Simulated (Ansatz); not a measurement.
Basis-set series for BClH₆Si₂ (`[SiH3]B[SiH2]Cl`). The species carries charge 0 and has multiplicity 1. The geometry is a stationary point of PBE0-D4/def2-TZVP. It is one conformer, not always the lowest.

```xyz
10

Si   -1.4900    0.4178    0.8936
B    -0.0133   -0.7733    0.2306
Si    1.4366   -0.0293   -0.9217
Cl    2.7546   -1.4214   -1.6871
H    -1.7673    0.1907    2.3389
H    -1.2443    1.8691    0.6765
H    -2.7056    0.0318    0.1165
H    -0.0465   -1.9292    0.5327
H     0.8509    0.7073   -2.0740
H     2.2248    0.9364   -0.1060
```

| functional | basis | functions | energy (Eh) | HOMO (eV) | LUMO (eV) |
| --- | --- | --- | --- | --- | --- |
| PBE0-D4 | def2-SVP | 98 | -1066.85761 | -7.99 | -3.11 |
| PBE0-D4 | def2-QZVPP | 447 | -1067.28464 | -8.03 | -3.14 |
| ωB97M-V | def2-SVP | 98 | -1067.18786 | -10.05 | -1.06 |
| ωB97M-V | def2-QZVPP | 447 | -1067.61594 | -10.13 | -1.16 |

(1) Give the rows for def2-TZVPP. (Estimate.)

Answers

(1) Computed: 
```tsv
functional	basis	functions	energy (Eh)	HOMO (eV)	LUMO (eV)
PBE0-D4	def2-TZVPP	241	-1067.24982	-8.02	-3.12
ωB97M-V	def2-TZVPP	241	-1067.58313	-10.11	-1.14
```
